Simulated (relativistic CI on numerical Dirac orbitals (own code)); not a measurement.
d1 to d9 in one octahedral field

Computed with a parametric ligand-field model without spin-orbit coupling, by exact diagonalisation: B = 620, C = 2650, 10Dq = 29000 cm⁻¹ (Oh; |10Dq|/B = 46.8) for every shell. Energies in cm⁻¹; the field energy is (0.6 n_e − 0.4 n_t2) × 10Dq of the ground term; g labels are left out.

```csv
Shell,Ground term,Electrons in e,Field energy,First spin-allowed bands,Lowest term of other spin
d1,2T2,0.000,-11600,2E 29000,
d2,3T1,0.011,-22876,"3T2 27536, 3T1 35371",1T2 9254
d3,4A2,0.000,-34800,"4T2 29000, 4T1 35863",2E 12809
d4,3T1,0.018,-45882,"3E 26479, 3T1 27144",1T2 7864
d5,2T2,0.033,-57030,"2A2 25616, 2T1 25834",4T1 16389
d6,1A1,0.026,-68858,"1T1 27101, 1T2 35814",3T1 21488
d7,2E,1.017,-51696,"2T1 26949, 2T2 27598",4T1 16184
d8,3A2,2.000,-34800,"3T2 29000, 3T1 35863",1E 10181
d9,2E,3.000,-17400,2T2 29000,
```

Low spin: d4, d5, d6, d7; the other shells keep the spin of the free ion. Only d4 to d7 can choose; the field needed to pair spins is smallest for d6 and largest for d5, which loses most exchange energy. In the strong-field picture 10Dq must exceed about 6B + 5C = 16970 (d4), 7.5B + 5C = 17900 (d5), 2.5B + 4C = 12150 (d6) and 4B + 4C = 13080 (d7); mixing of terms shifts these bounds somewhat.
